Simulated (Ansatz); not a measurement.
`FC(Cl)C(F)(F)Br` + H–F → `FC(Cl)C(F)(F)F` + HBr  (substitution at a C–Br bond)

Gas-phase electronic energies from Ansatz, PBE0-D4/def2-TZVP geometries. CCSD(T)/CBS is the MP2 limit (def2-TZVPP, def2-QZVPP) plus CCSD(T) − MP2 in def2-TZVPP, frozen cores. This one scheme is used for every species. Functionals use def2-TZVPP. For Br outer-core shells are correlated without core-valence functions, which leaves a few kJ/mol of doubt a bond. Scalar relativity is left out up to krypton. Each species was taken in one conformer, which may not be the lowest.

`FC(Cl)C(F)(F)Br`:

Cartesian coordinates in Å:
```
F 1.068 -0.617 -1.327
C 0.537 0.308 -0.496
Cl -0.305 1.532 -1.428
C -0.411 -0.423 0.467
F 0.277 -1.403 1.060
F -1.431 -0.970 -0.182
Br -1.069 0.785 1.832
H 1.334 0.788 0.073
```

H–F:

Z-matrix (Å, degrees):
```
F
H 1 0.920
```

`FC(Cl)C(F)(F)F`:

Cartesian coordinates in Å:
```
F -0.827 -1.542 -0.148
C -0.620 -0.231 -0.387
Cl -0.287 0.039 -2.089
C 0.555 0.239 0.478
F 0.753 1.544 0.314
F 1.675 -0.406 0.189
F 0.263 0.020 1.760
H -1.512 0.336 -0.116
```

HBr:

Z-matrix (Å, degrees):
```
Br
H 1 1.420
```

CCSD(T)/CBS gives -26.8 kJ/mol.

(1) Another level gave -41.3 kJ/mol. Which?
A. BLYP-D4/def2-TZVPP
B. revPBE-D4/def2-TZVPP
C. r2SCANh-D4/def2-TZVPP
D. revPBE/def2-TZVPP

Largest T1 diagnostic among the species: 0.012.

Results:

(1) C. r2SCANh-D4 -41.3, revPBE -34.4, revPBE-D4 -22.9, BLYP-D4 -27.2 kJ/mol.

In def2-TZVPP, CCSD(T) changes the Hartree–Fock value by +36.2 kJ/mol (the triples alone add +5.6 kJ/mol) and MP2 by +48.4 kJ/mol. At CCSD(T), def2-SVP lies −45.8 kJ/mol from the extrapolated value and def2-TZVPP −9.3 kJ/mol.
